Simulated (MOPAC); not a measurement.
MOPAC input (AM1):

```
AM1 FORCE THERMO(298,298) PRECISE LET GEO-OK AUX(PRECISION=9) THREADS=1
Cl2Hg

Hg    0.00000000 1    0.00000000 1    0.00000000 1
Cl   -0.00000000 1   -0.00000000 1   -2.23894630 1
Cl    0.00000000 1   -0.00000000 1    2.23894630 1
```

From the output:

```
    Cl    3   2.334443   0.056032   2.350978

          HEAT OF FORMATION =     -44.842365 KCALS/MOLE

          ZERO POINT ENERGY       1.236 KCAL/MOL

           NORMAL COORDINATE ANALYSIS (Total motion = 1 Angstrom)

   Root No.       1         2         3         4

                 1 Piu     1 Piu     1 Sig     1 Siu

                  69.6      69.6     336.8     388.7

           1   -0.0000    0.0000   -0.0000   -0.1502
           2   -0.1501   -0.0064   -0.0000    0.0000
           3    0.0064   -0.1501    0.0000   -0.0000
           4    0.0000   -0.0000    0.5000    0.4249
           5    0.4245    0.0180    0.0000   -0.0000
           6   -0.0180    0.4245    0.0000    0.0000
           7    0.0000   -0.0000   -0.5000    0.4249
           8    0.4245    0.0180    0.0000   -0.0000
           9   -0.0180    0.4245   -0.0000    0.0000

           MASS-WEIGHTED COORDINATE ANALYSIS (NORMAL COORDINATES)

   Root No.       1         2         3         4

                 1 Piu     1 Piu     1 Sig     1 Siu

                  69.6      69.6     336.8     388.7

           1   -0.0000    0.0000   -0.0000   -0.5110
           2   -0.5106   -0.0215    0.0000    0.0000
           3    0.0215   -0.5106    0.0000   -0.0000
           4    0.0000   -0.0000    0.7071    0.6078
           5    0.6073    0.0256   -0.0000   -0.0000
           6   -0.0256    0.6073    0.0000    0.0000
           7    0.0000   -0.0000   -0.7071    0.6078
           8    0.6073    0.0256   -0.0000   -0.0000
           9   -0.0256    0.6073   -0.0000    0.0000

          DESCRIPTION OF VIBRATIONS

 VIBRATION          2    1Piu        ATOM PAIR     ENERGY CONTRIBUTION    RADIAL
 FREQUENCY            69.58         Hg1 -- Cl2         +50.0% ( 63.0%)      0.0%
 TRANSITION DIPOLE   2.1520         Hg1 -- Cl3         +50.0% ( 63.0%)      0.0%
 TRAVEL (Ang.)       0.2037
 REDUCED MASS       23.3584
 EFFECTIVE MASS     65.5792
 FORCE CONSTANT      0.0666

 VIBRATION          3    1Sig        ATOM PAIR     ENERGY CONTRIBUTION    RADIAL
 FREQUENCY           336.75         Hg1 -- Cl2         +50.0% ( 70.4%)    100.0%
 TRANSITION DIPOLE   0.0000         Hg1 -- Cl3         +50.0% ( 70.4%)    100.0%
 TRAVEL (Ang.)       0.1063
 REDUCED MASS       17.7265
 EFFECTIVE MASS     35.4530
 FORCE CONSTANT      1.1844

 VIBRATION          4    1Siu        ATOM PAIR     ENERGY CONTRIBUTION    RADIAL
 FREQUENCY           388.73         Hg1 -- Cl3         +50.0% ( 73.2%)    100.0%
 TRANSITION DIPOLE   2.6910         Hg1 -- Cl2         +50.0% ( 73.2%)    100.0%
 TRAVEL (Ang.)       0.0862
 REDUCED MASS       23.3584
 EFFECTIVE MASS     65.5792
 FORCE CONSTANT      2.0796

      SYMMETRY NUMBER FOR POINT-GROUP D*h =  2

          SYSTEM IS A GROUND STATE

 Cl2Hg

          MOLECULE IS LINEAR

          THERE ARE  4 GENUINE VIBRATIONS IN THIS SYSTEM
          THIS THERMODYNAMICS CALCULATION IS LIMITED TO
          MOLECULES WHICH HAVE NO INTERNAL ROTATIONS

                    CALCULATED THERMODYNAMIC PROPERTIES
                                          *
   TEMP. (K)   PARTITION FUNCTION   H.O.F.    ENTHALPY  HEAT CAPACITY ENTROPY
                                   KCAL/MOL   CAL/MOLE    CAL/K/MOL  CAL/K/MOL

 298.00  VIB.     0.1805D+02                  1433.2510     7.0328    10.5593
         ROT.     0.2184D+04                   592.1869     1.9872    17.2663
         INT.     0.3942D+05                  2025.4379     9.0200    27.8255
         TRA.     0.4325D+28                  1480.4672     4.9680    42.6929
         TOT.                      -44.842    3505.9051    13.9881    70.5185

   *: NOTE: HEATS OF FORMATION ARE RELATIVE TO THE
            ELEMENTS IN THEIR STANDARD STATE AT 298K
              (=  Standard Enthalpy of Formation).

            Hvib:  Zero-point energy is not included.
                   frequencies of less than zero cm-1 are not included.
            Hrot = (3/2)RT
            Htra = (3/2)RT + pV = (5/2)RT

            Heat capacity is Cp, not Cv

          For more information, see: HTTP://OpenMOPAC.net/Manual/thermochemistry.html

           FORCE CONSTANT IN CARTESIAN COORDINATES (Millidynes/A)

    ATOM   CHEMICAL       X               Y               Z
   NUMBER   SYMBOL  FORCE CONSTANT  FORCE CONSTANT  FORCE CONSTANT

      1      Hg        4.664094        0.149441        0.149441
      2      Cl        2.350421        0.037291        0.037291
      3      Cl        2.350421        0.037291        0.037291

 **********************
 *                    *
 * JOB ENDED NORMALLY *
 *                    *
 **********************

 == MOPAC DONE ==
```
